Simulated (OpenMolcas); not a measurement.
**Ar⁶⁺: effect of the IPEA shift**

* Program: OpenMolcas
* Basis: ANO-RCC-VTZP [5s4p2d1f]
* Scalar Hamiltonian: DKH2, point nucleus
* Active space: 2 electrons in 8 orbitals (3s 3p 4s 4p)
* State averaging: 2S+1 = 3 even, 3 roots; 2S+1 = 1 even, 6 roots; 2S+1 = 3 odd, 3 roots; 2S+1 = 1 odd, 3 roots
* Spin-orbit coupling: state interaction with AMFI integrals over the reference wave functions, term energies averaged over their components

Methods on the same reference wave functions:
A. CASSCF
B. SS-CASPT2, IPEA 0 Eh, imaginary shift 0.1 Eh (closed shells correlated: 2s 2p)
C. SS-CASPT2, IPEA 0.25 Eh, imaginary shift 0.1 Eh (closed shells correlated: 2s 2p)

Energies in cm-1 above 3s2 1S0, the measured ground level; measured values from Saloman, J. Phys. Chem. Ref. Data 39, 033101 (2010).

```csv
Level,A,B,C,Measured
3s2 1S0,0.0,0.0,0.0,0.0
3s 3p 3P* 0,113430,112809,112842,113101
3s 3p 3P* 1,114195,113571,113604,113906
3s 3p 3P* 2,115771,115150,115183,115590
3s 3p 1P* 1,186979,174769,174999,170722
```

Deviations, from unrounded energies. A percentage is the sum of absolute deviations over the sum of measured energies, with the sign that they share, or ± where signs differ.

```json
{"Against measurement": "mean absolute deviation (cm-1)", "Levels": "4", "A": "4300", "B": "1300", "C": "1300"}
{"Against measurement": "other configurations (%)", "Levels": "4", "A": "+3.3", "B": "±1.0", "C": "±1.0"}
```

B, C lie about equally close to measurement and A furthest from it. The largest miss of B in the table is 3s 3p 1P* 1, by +4000 cm-1. The ranking rests on the paired levels alone, and a cruder setting can come out closer through cancelling errors.

Between B and C the level of the table that moves most is 3s 3p 1P* 1, by 230 cm-1 (lowest in B, highest in C).

The lowest spin-free term lies below A's lowest term by 0.034 hartree in B, 0.034 hartree in C.

Over all roots computed the reference weight is 0.92 to 1.00 in B, 0.93 to 1.00 in C; the roots of lowest weight are the least certain, and an intruder state may touch them. Active for correlation alone: 4p 4s; no level in the range computed is led by a configuration that fills them, so any true level of that kind is missing. Measured partners are found by configuration, term and J. A level has none where our copy of the source lacks it or the pairing is in doubt (some pairs that miss far off the trend of their configuration count as doubtful), and it then counts in no deviation. Levels of configurations outside the active space are missing. The table leaves out levels that lie high or whose names do not pair safely across all columns.

* marks odd parity.
